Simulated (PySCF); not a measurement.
# RhOF: breathing scan

Level of theory: UPBE0/[Rh def2-TZVP with ECP28, O def2-TZVP, F def2-TZVP], scalar-relativistic core potentials, density fitting, no spin–orbit coupling, PySCF.

Rigid scan from the triplet minimum (Rh–F 1.859 Å, Rh–O 1.652 Å; F–Rh–O 144.6°). Coordinate: all bonds to the central atom scaled together. Energies in kJ/mol from the minimum.

Q: Predict the curve at 0.88, 0.92, 0.96, 1.00, 1.04, 1.08, 1.14, 1.22, 1.35.

A: 
```
scale of all bonds to the centre  E (kJ/mol)  dipole size (D)  ⟨S²⟩
                            0.88       244.2             0.74  2.00
                            0.92        93.6             1.11  2.00
                            0.96        20.2             1.47  2.01
                            1.00         0.0             1.82  2.01
                            1.04        15.0             2.17  2.06
                            1.08        51.0             2.54  2.25
                            1.14       122.3             3.09  2.57
                            1.22       224.7             3.72  2.78
                            1.35       382.0             4.44  2.93
```

Spin contamination is strong at 1.08, 1.14, 1.22, 1.35, so these points are less reliable.

With open d or f shells other occupations or spin states may lie lower.

The scan took 37 s on 2 threads of a shared Arm Neoverse V1 host; the process peaked at 0.88 GiB. Launch command: `OMP_NUM_THREADS=2 python axn.py task.json out`.
